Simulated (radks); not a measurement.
Q: The neodymium ion Nd+ is in [Xe] 4f4 6s1. All-electron calculation, scalar-relativistic Kohn-Sham, PBEsol, spin-polarised, spherical densities, finite nucleus; Fermi nuclear charge, rms radius of each element as measured or else 0.836 A^(1/3) + 0.57 fm. Program: a radial shooting solver on a logarithmic mesh with Libxc functionals. Open shells are filled with parallel spins first. One electron is removed from 5s, 5p, 4f, 6s in turn, with full relaxation. Which removal costs least, and what does each cost?

A: 6s 10.993 eV; 4f 15.824 eV; 5p 32.200 eV; 5s 50.890 eV. The 6s electron leaves first.
